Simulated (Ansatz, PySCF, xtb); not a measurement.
Pair of molecules: H2O (SMILES O) (first 3 atoms) with SO2 (SMILES O=S=O); geometry from B3LYP-D3(BJ)/def2-TZVP, rigid monomers moved along the line of their centres of mass till O1···S5 is 3.79 Å.
(charge 0, multiplicity 1):
```
atom    x (Å)    y (Å)   z (Å)
----  -------  -------  ------
O      0.5057  -0.0902  0.6105
H      0.6067   0.8503  0.4224
H     -0.3627  -0.3346  0.2694
O     -1.3984  -0.6102  4.2368
S     -0.0461  -0.1275  4.3576
O      0.1537   1.2938  4.4852
```

Counterpoise-corrected where a basis set is named; no monomer relaxation. Rows marked so take none.

Frozen-core correlation. CBS: X⁻³ extrapolation of the correlation energy, Hartree–Fock from the larger set. Rows in 6-31G* carry no dispersion term and start afresh at each structure (6-31G* with six Cartesian d functions). MP2/6-31G* freezes PySCF's default core.

Programs: Ansatz (a program for electronic structure) with Gaussian orbitals; PySCF for 6-31G* rows, the dispersion terms; xtb for the GFN methods. Values without a source in brackets are computed.

```
level                                                                 interaction energy (kcal/mol)
--------------------------------------------------------------------  -----------------------------
GFN2-xTB                                                                                      -3.00
HF/aug-cc-pV(D+d)Z                                                                            -2.22
PBE-D3(BJ)/def2-TZVPPD                                                                        -2.28
r2SCAN-D4/def2-TZVPPD                                                                         -2.25
PBE0/def2-TZVPPD                                                                         (withheld)
PBE0-D3(BJ)/def2-TZVPPD                                                                       -2.34
wB97X-V/def2-TZVPPD                                                                           -2.33
MP2/6-31G* (no counterpoise)                                                                  -3.01
MP2/CBS(aug-cc-pV(D+d)Z, aug-cc-pV(T+d)Z) + ΔCCSD(T)/aug-cc-pV(D+d)Z                          -2.18
```

Question: Fill in the missing entries.

Answer: 
- PBE0/def2-TZVPPD, interaction energy (kcal/mol): -1.97
